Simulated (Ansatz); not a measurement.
A nudged elastic band was laid between two geometries of ClF₄H₄SiTa (11 atoms, charge 0, multiplicity 1).

Level of theory: RKS PBE/def2-SVP (Ansatz 0.2.0).

| Item | Value |
| --- | --- |
| movable images | 4 |
| climbing image | no |
| spring | 5.0 eV/Å² |
| optimiser | quadratic models (default) |
| start path | through a guess of the saddle point |
| force threshold | 0.03 eV/Å |
| iteration limit | 60 |
| end points | relaxed |

Image 0:

```xyz
11
Properties=species:S:1:pos:R:3
Ta -0.035 -0.329 0.039
F 1.754 -0.933 0.160
Cl -0.234 -0.644 2.357
F 0.481 0.522 -1.573
F -1.364 1.011 0.178
F -0.949 -1.808 -0.621
Si 1.376 2.698 1.563
H 1.764 2.231 2.931
H 2.451 3.529 0.931
H 0.055 3.399 1.560
H 1.251 1.464 0.684
```

Image 5:

```xyz
11
Properties=species:S:1:pos:R:3
Ta -0.339 0.174 0.328
F 1.964 -0.021 0.037
Cl -0.063 -0.721 2.475
F -0.221 1.243 -1.233
F -2.142 0.579 0.573
F 0.012 -1.445 -0.580
Si 0.945 2.328 1.402
H 0.871 2.565 2.885
H 2.450 2.013 1.182
H 0.779 3.629 0.660
H 2.297 0.795 0.483
```

Problem. What changes between the two ends?

Solution. Bonds broken: Si7–H11. Bonds formed: Ta1–Si7, F2–H11.

Problem. Give the energies along the band, and the barrier.

Solution. The run converged. The highest image is number 3 of 0 to 5, 1.64 eV above the first end and 0.13 eV above the last; the last end lies 1.51 eV above the first. Neighbouring images differ by up to 1.4 eV, so the band resolves the path poorly. No image climbed, so the highest image needn't sit at the top of the path. The orbitals stay closed-shell, which can raise the energy where a bond breaks towards radicals; this wasn't checked here.

```json
{"image": "0", "path coordinate (Å)": "0.00", "energy (eV)": "0.00", "Si7–H11 (Å)": "1.52", "Ta1–Si7 (Å)": "3.67", "F2–H11 (Å)": "2.50"}
{"image": "1", "path coordinate (Å)": "1.12", "energy (eV)": "0.18", "Si7–H11 (Å)": "1.51", "Ta1–Si7 (Å)": "3.45", "F2–H11 (Å)": "2.17"}
{"image": "2", "path coordinate (Å)": "2.23", "energy (eV)": "1.58", "Si7–H11 (Å)": "1.61", "Ta1–Si7 (Å)": "2.96", "F2–H11 (Å)": "1.54"}
{"image": "3", "path coordinate (Å)": "3.35", "energy (eV)": "1.64", "Si7–H11 (Å)": "2.25", "Ta1–Si7 (Å)": "2.70", "F2–H11 (Å)": "0.97"}
{"image": "4", "path coordinate (Å)": "4.46", "energy (eV)": "1.54", "Si7–H11 (Å)": "2.25", "Ta1–Si7 (Å)": "2.72", "F2–H11 (Å)": "0.98"}
{"image": "5", "path coordinate (Å)": "5.58", "energy (eV)": "1.51", "Si7–H11 (Å)": "2.24", "Ta1–Si7 (Å)": "2.73", "F2–H11 (Å)": "0.99"}
```

Problem. What is the geometry of the highest image?

Solution. 
```xyz
11
Properties=species:S:1:pos:R:3
Ta -0.321 0.206 0.286
F 2.066 -0.089 0.212
Cl -0.912 -0.190 2.519
F 0.248 1.073 -1.308
F -2.057 0.765 -0.108
F 0.070 -1.603 -0.078
Si 1.031 2.221 1.480
H 1.608 1.909 2.833
H 2.268 2.498 0.603
H 0.238 3.499 1.521
H 2.312 0.849 0.250
```

Run time: 2.9 min on 4 threads of Arm Neoverse V2, on a shared host, peak memory 0.22 GiB.
